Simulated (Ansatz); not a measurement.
Computed with Ansatz on PBE0-D4/def2-TZVP structures; ΔE is electronic, products minus reactants. CBS: MP2 limit from def2 TZ/QZ plus the TZ coupled-cluster correction, frozen cores. DFT in def2-TZVPP. Elements past krypton have def2 core potentials. For W outer-core shells are correlated without core-valence functions, which leaves a few kJ/mol of doubt a bond.

Reaction (redistribution): `[CH3][W](=[O])(=[O])[Cl]` + `C[SiH2]C(F)(F)F` → `[CH3][W]([CH3])(=[O])=[O]` + `FC(F)(F)[SiH2]Cl`

```csv
level,ΔE (eV)
r2SCAN0-D4,0.67
BHLYP-D4,0.65
BHLYP,0.65
HF/def2-TZVPP,0.61
```

**Question.** What does CCSD(T)/CBS give? (An estimate is asked.)

**Answer.** Ansatz gave: +0.66 eV. The listed levels differ from it by 0.01, -0.01, -0.01, -0.05 eV.

Largest T1 diagnostic among the species: 0.023, so the coupled-cluster value is less sure than usual.

In def2-TZVPP, CCSD(T) changes the Hartree–Fock value by +0.05 eV (the triples alone add +0.04 eV) and MP2 by +0.14 eV. Leaving LDA and LC-ωPBE aside and taking each functional with its dispersion term where it has one, the values, not all of them listed here, spread over 0.08 eV, from ωB97M-V to B97M-V. At CCSD(T), def2-SVP lies +0.10 eV from the extrapolated value and def2-TZVPP +0.01 eV.
